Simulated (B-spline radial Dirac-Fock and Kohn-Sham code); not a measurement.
Relativistic shifts of the levels of K⁷⁺

System: K⁷⁺, configuration [Ne] 3s2.

Both columns are ΔSCF binding energies of the configuration average from an atomic code on a B-spline grid: non-relativistic Hartree-Fock with a point nucleus, and Dirac-Fock with a finite nucleus and the Coulomb interaction alone, averaged over the two j levels with weights 2j+1.

```
shell  Hartree-Fock (eV)  Dirac-Fock (eV)  shift (eV)  shift (%)
   1s             3755.2           3772.8      +17.55      +0.47
   2s              526.6            529.9       +3.30      +0.63
   2p              444.7            445.1       +0.33      +0.07
   3s              152.1            152.7       +0.61      +0.40
```

Relativity binds 1s, 2s, 2p, 3s more strongly, among those listed most of all 2s in relative terms.

Values without a named source are computed, but for edge energies of neutral atoms, which are taken from tables.
